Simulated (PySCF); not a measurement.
H4Al2F4N2, singlet (PBE0/def2-SVP optimised geometry):

```
12

Al     1.384     0.000     0.000
Al    -1.383     0.000     0.000
N      0.001     0.001    -1.355
H      0.001    -0.820    -1.964
H      0.001     0.821    -1.964
F      2.203     1.450    -0.001
F      2.203    -1.449     0.000
N      0.001     0.003     1.355
H      0.000    -0.814     1.968
H      0.001     0.826     1.960
F     -2.203     1.449     0.000
F     -2.200    -1.450     0.001
```

Computed with PBE0/def2-TZVP in PySCF.

Problem. What are the frontier orbital energies and the dipole moment?

Solution. HOMO-2 -11.10 eV, HOMO-1 -10.50 eV, HOMO -10.04 eV, LUMO -0.51 eV, LUMO+1 0.50 eV; dipole moment 0.01 D.

On the same geometry PBE/def2-TZVP in PySCF gives HOMO-2 -9.04 eV, HOMO-1 -8.78 eV, HOMO -8.34 eV, LUMO -1.35 eV, LUMO+1 -0.30 eV; dipole moment 0.01 D.

Meta-Löwdin charges at PBE0/def2-TZVP: Al1 1.27, Al2 1.27, N3 -0.70, H4 0.27, H5 0.27, F6 -0.55, F7 -0.55, N8 -0.70, H9 0.27, H10 0.27, F11 -0.55, F12 -0.55.
